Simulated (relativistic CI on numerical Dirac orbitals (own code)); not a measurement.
Calculated at this level of theory: Dirac-Coulomb-Breit CI, KLI orbitals optimised for each configuration, QED by a radiative potential, unscaled Slater integrals (own radial code, finite nucleus).

The strongest absorption lines from the ground level of an ion, among the configurations computed and to levels below about 373 eV (vacuum wavelength in Å, gf): 33.484 (0.17), 33.550 (0.00092), 40.606 (0.023), 41.190 (0.00047), 43.639 (0.047), 43.699 (0.53), 291.64 (0.27), 577.09 (4.5e-05).

Problem. Which ion is it?
A. S12+
B. Si10+
C. Si8+
D. Ne6+

Solution. B. Si10+ has 4 electrons and the ground level 2s² ¹S0; the strongest line goes to 2s3p ¹P°1. The pattern of lines fixes the number of electrons, and along that sequence the line energies rise steadily with the charge (about as its square where n changes within one kind of shell, about linearly where n is kept but much faster in heavy ions where fine structure, which grows about as Z⁴, sets the gap, and irregularly where shells cross), which fixes Z. Configurations outside the model, such as inner-shell arrays, can give stronger lines. At this charge energies of transitions that change n are usually good to better than 1 %, and those within a shell (Δn = 0) to a few per cent.
